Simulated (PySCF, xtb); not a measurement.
C5H7F, SMILES C[C@H]1CC=C1F. Atoms are numbered in the order given.

```xyz
13

C     -1.9203    -0.2387     0.1719
C     -0.4601    -0.3788     0.5807
C      0.3977    -1.4840    -0.1475
C      1.2842    -0.3562    -0.6641
C      0.5382     0.5626    -0.0404
F      0.5921     1.8870     0.0436
H     -2.3544     0.6905     0.5743
H     -2.0192    -0.2106    -0.9255
H     -2.5189    -1.0826     0.5504
H     -0.3706    -0.4400     1.6799
H     -0.1648    -2.0364    -0.9184
H      0.8831    -2.2050     0.5309
H      2.1781    -0.3281    -1.2873
```

Geometry optimised at B3LYP-D3(BJ)/def2-SVP. The structure was generated by enumeration; whether it is a known compound was not checked.

Level of theory: C-PCM-ωB97X/def2-SVP (PySCF 2.14.0).

The values are the electrostatic part of the solvation free energy, E(continuum) − E(gas) at the gas-phase geometry, in a cavity of scaled van der Waals radii (PySCF's table); cavitation and dispersion terms are not included. In vacuum the orbital gap is 12.35 eV. The dipole moment in vacuum is 1.39 D.

Computed values in water (ε = 78.36), tetrahydrofuran (ε = 7.43), acetone (ε = 20.49):
| solvent | ε | ΔG(elec) (kcal/mol) | dipole (D) | gap (eV) |
|---|---|---|---|---|
| water | 78.36 | -1.6 | 1.73 | 12.38 |
| tetrahydrofuran | 7.43 | -1.4 | 1.67 | 12.38 |
| acetone | 20.49 | -1.6 | 1.71 | 12.38 |

For comparison, GFN2-xTB/ALPB(water) (xtb, at the GFN2-xTB geometry, all terms of that model) gives -1.7 kcal/mol.
